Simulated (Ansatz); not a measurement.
Consider the ligand exchange at the Si–C bond: `CSC[SiH2]O` + `N[Si](O)(Cl)Cl` → `O[SiH2]N[Si](O)(Cl)Cl` + `CSC`.

Isolated molecules relaxed with PBE0-D4/def2-TZVP in Ansatz; ΔE leaves out vibrations. CBS: MP2 limit from def2 TZ/QZ plus the TZ coupled-cluster correction, frozen cores. This one scheme is used for every species. DFT in def2-TZVPP. B3LYP here is the variant with VWN-RPA as its local correlation; programs differ in this. Each species was taken in one conformer, which may not be the lowest.

```tsv
level	ΔE (kJ/mol)
PBE0	-69.0
B3LYP	-75.5
```

(1) What does CCSD(T)/CBS give? (Best estimate.)

Largest T1 diagnostic among the species: 0.011.

Answers

(1) Ansatz gave: -74.1 kJ/mol. The listed levels differ from it by 5.1, -1.4 kJ/mol.

From PBE to PBE0 (25 % exact exchange), in def2-TZVPP and without D4, ΔE moves by −4.0 kJ/mol. In def2-TZVPP, CCSD(T) changes the Hartree–Fock value by +10.1 kJ/mol (the triples alone add +1.5 kJ/mol) and MP2 by +9.7 kJ/mol.
